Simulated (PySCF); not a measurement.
Input for PySCF: R-HF/3-21G on C3H10Si (SMILES CC[SiH2]C), a point of a torsion scan.

```python
from pyscf import gto, scf, dft, mp
from pyscf.data.elements import chemcore

mol = gto.M(
    atom='''
    C     1.93092496    0.29792138   -0.78290985
    C     0.90177247    0.40451350    0.33615519
    Si   -0.58991657   -0.75223527    0.08214644
    C    -1.80409029   -0.54054816    1.52521612
    H     2.77100788    0.96910455   -0.60894142
    H     1.48332561    0.55492415   -1.74030146
    H     2.31579058   -0.71689910   -0.85365930
    H     1.38992571    0.17891305    1.28667204
    H     0.56242847    1.44017251    0.40570152
    H    -1.26030404   -0.41974830   -1.18318170
    H    -0.12609003   -2.14603372    0.02463094
    H    -1.33904462   -0.78002245    2.47709501
    H    -2.66201492   -1.19458691    1.40642518
    H    -2.17537328    0.47818741    1.58879503
    ''',
    basis='3-21g',
    charge=0, spin=0, verbose=3, max_memory=1800)
mf = scf.RHF(mol)
mf.conv_tol = 1e-8
mf.max_cycle = 100
mf.kernel()
if not mf.converged:
    mf = mf.newton().run(mf.mo_coeff, mf.mo_occ)
```

It printed:

```
converged SCF energy = -406.179675741133
```

Self-consistency was reached.

Cost: roughly 0.25 core-seconds.
